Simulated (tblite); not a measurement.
C₅H₁₁AsGaN.
SMILES with atom numbers: `[H]/[N:8]=[CH:7]\[Ga@@H-:5]([C:4]#[C:3][CH2:2][CH3:1])[AsH3+:6]` (hydrogens: H9, H10, H11 on C1; H12, H13 on C2; H14 on Ga5; H15, H16, H17 on As6; H18 on C7; H19 on N8)
Bond orders are those of one Lewis drawing.

Computed with GFN2-xTB (tblite), gas phase: L-BFGS steps from a force-field or distance-geometry start until the largest atomic force falls under 0.01 eV/Å.

Step 1: E = -615.0202 eV
```
atom  x, y, z in Å  |  force x, y, z in eV/Å
C1      3.4979    0.4731    0.2192    0.022  -0.071  -0.082
C2      2.8617   -0.7395   -0.4813   -0.509   0.093   0.091
C3      1.4038   -0.5671   -0.4609    3.216  -0.823  -0.024
C4      0.2249   -0.4310   -0.4656   -2.901   0.052   0.348
Ga5    -1.7325   -0.2596   -0.4684    0.680  -0.202  -1.414
As6    -2.5993   -1.0507    1.7103    0.248   0.292  -0.613
C7     -2.1763    1.6402   -0.7171   -0.115  -0.122   0.566
N8     -2.9639    2.0189   -1.6274   -0.507   0.653  -0.669
H9      2.7471    0.9936    0.8282    0.290  -0.092  -0.224
H10     4.3051    0.1494    0.8808   -0.010   0.201  -0.220
H11     3.8713    1.1399   -0.5564    0.083   0.180   0.355
H12     3.1475   -0.8147   -1.5385    0.186   0.021   0.240
H13     3.1697   -1.6634    0.0314   -0.328   0.131  -0.171
H14    -2.3961   -1.0857   -1.6691   -0.063  -0.074   0.398
H15    -2.3813    0.1173    2.7202   -0.407  -1.139  -0.099
H16    -4.1171   -1.3638    1.6832    0.845  -0.055   0.852
H17    -1.7589   -2.2419    2.2067   -0.891   0.532   0.524
H18    -1.7317    2.4298   -0.0850   -0.223   0.247  -0.339
H19    -3.3819    1.2643   -2.2176    0.382   0.173   0.481
```

Step 2: E = -615.2846 eV
```
atom  x, y, z in Å  |  force x, y, z in eV/Å
C1      3.5160    0.4912    0.2214   -1.116  -1.377  -0.282
C2      2.8469   -0.7618   -0.4764    0.474   1.768  -0.331
C3      1.4206   -0.5867   -0.4625   -0.995  -0.256   0.017
C4      0.2103   -0.4402   -0.4512    0.855  -0.351   0.279
Ga5    -1.7086   -0.2701   -0.5273    0.293   0.190  -0.866
As6    -2.5900   -1.0385    1.6873    0.245   0.162  -0.662
C7     -2.2073    1.6312   -0.7248    0.967   0.417   1.557
N8     -2.9643    2.0401   -1.6317   -0.913   0.583  -1.079
H9      2.7610    0.9869    0.8165   -0.041   0.197   0.101
H10     4.2976    0.1593    0.8667    0.616  -0.065   0.288
H11     3.8705    1.1406   -0.5343    0.415   0.714  -0.476
H12     3.1563   -0.8131   -1.5295    0.125  -0.046   0.190
H13     3.1542   -1.6480    0.0184    0.101  -0.899   0.472
H14    -2.3975   -1.0863   -1.6506   -0.199  -0.303   0.032
H15    -2.3973    0.0720    2.7158   -0.331  -0.862   0.015
H16    -4.0837   -1.3658    1.7164    0.677  -0.064   0.749
H17    -1.7937   -2.2209    2.2269   -0.765   0.433   0.474
H18    -1.7353    2.4503   -0.0916   -0.467  -0.399  -0.562
H19    -3.3653    1.2690   -2.1970    0.061   0.158   0.084
```

Step 3: E = -615.5346 eV
```
atom  x, y, z in Å  |  force x, y, z in eV/Å
C1      3.5134    0.4848    0.2189   -0.843  -1.086  -0.473
C2      2.8428   -0.7528   -0.4776    0.568   1.263  -0.127
C3      1.4151   -0.6055   -0.4634   -0.073  -0.178  -0.031
C4      0.2151   -0.4529   -0.4357    0.068  -0.240   0.223
Ga5    -1.6858   -0.2753   -0.5862    0.149   0.570  -0.390
As6    -2.5790   -1.0266    1.6594    0.213   0.006  -0.656
C7     -2.2174    1.6304   -0.7078   -0.208   1.288  -0.240
N8     -2.9781    2.0653   -1.6509    0.644  -0.214   0.918
H9      2.7712    0.9846    0.8089   -0.306   0.322   0.325
H10     4.3010    0.1660    0.8602    0.644  -0.179   0.349
H11     3.8761    1.1519   -0.5241    0.336   0.565  -0.460
H12     3.1650   -0.8125   -1.5195    0.104  -0.022  -0.028
H13     3.1436   -1.6495    0.0154    0.110  -0.734   0.422
H14    -2.4016   -1.0914   -1.6358   -0.363  -0.517  -0.319
H15    -2.4148    0.0237    2.7125   -0.243  -0.536   0.165
H16    -4.0475   -1.3684    1.7535    0.474  -0.080   0.625
H17    -1.8323   -2.1980    2.2497   -0.615   0.312   0.403
H18    -1.7450    2.4604   -0.1052   -0.397  -0.432  -0.360
H19    -3.3515    1.2750   -2.1797   -0.264  -0.107  -0.345
```

Step 4: E = -615.7715 eV
```
atom  x, y, z in Å  |  force x, y, z in eV/Å
C1      3.4997    0.4622    0.2068    0.334   0.396  -0.073
C2      2.8460   -0.7258   -0.4795    0.364  -0.596   0.118
C3      1.4130   -0.6343   -0.4657    0.196   0.110  -0.107
C4      0.2170   -0.4739   -0.4108    0.067  -0.252   0.183
Ga5    -1.6520   -0.2713   -0.6726   -0.075   1.156   0.125
As6    -2.5604   -1.0107    1.6098    0.119  -0.255  -0.505
C7     -2.2449    1.6556   -0.7022    0.551   0.413   0.059
N8     -2.9752    2.0917   -1.6481   -0.110  -0.344   0.117
H9      2.7791    0.9871    0.8046   -0.356   0.228   0.353
H10     4.3155    0.1720    0.8564    0.159  -0.170   0.025
H11     3.8883    1.1751   -0.5161    0.007  -0.010  -0.090
H12     3.1789   -0.8118   -1.5075    0.115   0.015  -0.323
H13     3.1301   -1.6610    0.0167    0.017   0.004   0.075
H14    -2.4141   -1.1081   -1.6220   -0.585  -0.748  -0.686
H15    -2.4427   -0.0507    2.7116   -0.101  -0.044   0.359
H16    -3.9903   -1.3733    1.8149    0.142  -0.104   0.404
H17    -1.8955   -2.1616    2.2879   -0.346   0.097   0.292
H18    -1.7641    2.4683   -0.1281   -0.153  -0.053   0.105
H19    -3.3383    1.2797   -2.1635   -0.343   0.156  -0.431
```

**Question.** Estimate the geometry and energy of step 5. (The exact step hangs on the optimiser's Hessian estimate; all steps are aligned on step 4, rigid shifts and turns removed.)

**Answer.** E = -615.8585 eV, largest force 0.899 eV/Å
```
atom  x, y, z in Å  |  force x, y, z in eV/Å
C1      3.5014    0.4624    0.2025    0.317   0.541   0.254
C2      2.8523   -0.7277   -0.4783    0.171  -0.578  -0.023
C3      1.4149   -0.6412   -0.4680    0.339   0.147  -0.106
C4      0.2192   -0.4843   -0.4004    0.031  -0.236   0.160
Ga5    -1.6430   -0.2523   -0.6969   -0.179   0.881  -0.023
As6    -2.5530   -1.0099    1.5872    0.045  -0.223  -0.229
C7     -2.2428    1.6680   -0.6975    0.224   0.136  -0.404
N8     -2.9783    2.0951   -1.6482   -0.007  -0.306   0.284
H9      2.7763    0.9912    0.8085   -0.146   0.063   0.177
H10     4.3219    0.1714    0.8553    0.019  -0.109  -0.069
H11     3.8920    1.1817   -0.5148   -0.030  -0.067  -0.088
H12     3.1849   -0.8114   -1.5089    0.099  -0.008  -0.253
H13     3.1262   -1.6640    0.0181    0.088  -0.009   0.092
H14    -2.4269   -1.1246   -1.6283   -0.430  -0.541  -0.502
H15    -2.4526   -0.0739    2.7168   -0.059   0.007   0.266
H16    -3.9709   -1.3764    1.8397    0.049  -0.106   0.303
H17    -1.9199   -2.1491    2.3039   -0.237   0.013   0.237
H18    -1.7722    2.4702   -0.1333    0.033   0.287   0.339
H19    -3.3393    1.2840   -2.1649   -0.326   0.109  -0.414
```

The energy changes by -0.0870 eV. The first-order estimate −F·Δx gives -0.1082 eV and the mean of the old and new forces, exact on a quadratic surface, -0.0869 eV. The step makes an angle of 54° with the force vector and moves no atom by more than 0.032 Å.

The cost below is that of the whole relaxation. Hardware: Arm Neoverse V1, one thread, on a shared host. Cost: 1.5 s.
